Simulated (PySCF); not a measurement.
## Electron correlation in F+ (fluorine, charge +1)

[He] 2s1 2p5, high-spin 3P determinant (an excited configuration). Computed with PySCF 2.14 in aug-cc-pVTZ-DK (5s4p3d2f, 46 functions), with the spin-free X2C one-electron Hamiltonian (Gaussian nucleus). Frozen: 1s2; 6 electrons correlated.

```
  level  correlation energy (mhartree)
   CCSD                        -205.44
    (T)                          -5.27
CCSD(T)                        -210.71
```

Diagnostics: T1 = 0.0067, D1 = 0.0148, largest double amplitude 0.049.

Cost of the coupled-cluster step: about 3 core-seconds, for 6 correlated electrons.
